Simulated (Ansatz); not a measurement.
Consider the ligand exchange at the Si–N bond: `N[SiH2][O][GeH3]` + H–F → `F[SiH2][O][GeH3]` + NH₃.

Isolated molecules relaxed with PBE0-D4/def2-TZVP in Ansatz; ΔE leaves out vibrations. CCSD(T)/CBS adds triple-zeta CCSD(T) − MP2 to the extrapolated MP2 energy (def2 sets, frozen cores). This one scheme is used for every species. Functionals use def2-TZVPP. B3LYP here is the variant with VWN-RPA as its local correlation; programs differ in this. For Ge outer-core shells are correlated without core-valence functions, which leaves a few kJ/mol of doubt a bond. Scalar relativity is left out up to krypton. Each species was taken in one conformer, which may not be the lowest.

```
             level  ΔE (kJ/mol)  difference from CCSD(T)/CBS
            PBE-D4        -87.1                          4.1
         r2SCAN-D4        -95.3                         -4.1
           PBE0-D4        -87.3                          3.9
          B3LYP-D4        -94.6                         -3.4
           ωB97X-V        -94.6                         -3.4
           ωB97M-V        -93.6                         -2.4
            B2PLYP        -97.3                         -6.1
               PBE        -90.3                          0.9
            r2SCAN        -96.2                         -5.0
              PBE0        -90.1                          1.1
             B3LYP        -99.7                         -8.5
     HF/def2-TZVPP       -106.9                        -15.7
    MP2/def2-TZVPP        -90.0                          1.2
SCS-MP2/def2-TZVPP        -94.8                         -3.6
   CCSD/def2-TZVPP        -94.1                         -2.9
CCSD(T)/def2-TZVPP        -92.0                         -0.8
     HF/def2-QZVPP       -108.5                        -17.3
    MP2/def2-QZVPP        -90.2                          1.0
SCS-MP2/def2-QZVPP        -94.8                         -3.6
      HF/CBS(def2)       -108.7                        -17.5
     MP2/CBS(def2)        -89.3                          1.9
    CCSD/CBS(def2)        -93.3                         -2.1
       CCSD(T)/CBS        -91.2                            0
```

Largest T1 diagnostic among the species: 0.012.

In def2-TZVPP, CCSD(T) changes the Hartree–Fock value by +14.9 kJ/mol (the triples alone add +2.1 kJ/mol) and MP2 by +16.8 kJ/mol. The D4 term adds +5.1 kJ/mol with B3LYP and +2.8 kJ/mol with PBE0; it sums over pairs of atoms, weighted by their polarisabilities, and B3LYP, whose exchange is more repulsive, gets the larger term.
